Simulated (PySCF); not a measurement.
**CH6O2SSi: core ionisation energies**

Compound: CH₆O₂SSi.
Cartesian coordinates in Å at the GFN2-xTB level; atoms count from 1:
```
atom  x, y, z in Å
C1     1.9428   -0.0360    0.2460
S2     0.5209    0.9253    0.8439
Si3   -0.9779    0.1815   -0.5073
O4    -1.0305   -1.4319   -0.5004
O5    -2.4143    0.7483   -0.0183
H6     1.6806   -1.0884    0.2159
H7     2.2218    0.3111   -0.7439
H8     2.7575    0.1298    0.9428
H9    -0.6268    0.5166   -1.8721
H10   -1.5587   -1.9051    0.1390
H11   -2.5101    1.6516    0.2685
```

Method used: delta-SCF UKS SCAN, pcX-2 on the ionised atom, pcseg-1 elsewhere, spin-free X2C in PySCF 2.14.0. Vertical ΔSCF values, vacuum level as zero.

Question: List the computed XPS lines with their assignment.

Answer: 
```json
{"atom(s)": "S2", "environment": "sulfur bonded to C and Si", "level": "S 1s", "binding energy (eV)": "2476.47", "2p1/2 (eV)": "–", "count": "1"}
{"atom(s)": "Si3", "environment": "oxygen-bound silicon", "level": "Si 1s", "binding energy (eV)": "1847.95", "2p1/2 (eV)": "–", "count": "1"}
{"atom(s)": "O4/O5", "environment": "silanol oxygen", "level": "O 1s", "binding energy (eV)": "538.82", "2p1/2 (eV)": "–", "count": "2"}
{"atom(s)": "C1", "environment": "S-methyl carbon", "level": "C 1s", "binding energy (eV)": "291.31", "2p1/2 (eV)": "–", "count": "1"}
{"atom(s)": "Si3", "environment": "oxygen-bound silicon", "level": "Si 2p3/2", "binding energy (eV)": "107.85", "2p1/2 (eV)": "108.48", "count": "1"}
```

Question: Give the binding energy of S 1s of S2 in hartree and in kJ/mol.

Answer: 2476.47 eV = 91.0086 Eh = 238943 kJ/mol.

Question: Which effective nuclear charge Zeff reproduces each element's mean 1s value in the hydrogen-like formula E = 13.606 eV × Zeff²?

Answer: C (Z = 6): mean 291.3 eV, Zeff = 4.63, Z − Zeff = 1.37; O (Z = 8): mean 538.8 eV, Zeff = 6.29, Z − Zeff = 1.71; Si (Z = 14): mean 1847.9 eV, Zeff = 11.65, Z − Zeff = 2.35; S (Z = 16): mean 2476.5 eV, Zeff = 13.49, Z − Zeff = 2.51. Means run over the listed sites, weighted by atom count.

Topologically equivalent atoms share the value of their first member; where this conformer doesn't relate them by symmetry, their own values could differ. Not every level is listed. The 2p values add to the ΔSCF energy of one spin-free hole a correction within the shell (spin–orbit coupling, ligand field). 2p1/2 minus 2p3/2 (ligand field included): Si 0.63 eV. The structure is a single GFN2-xTB conformer in the gas phase; no vibrational or solvent corrections.
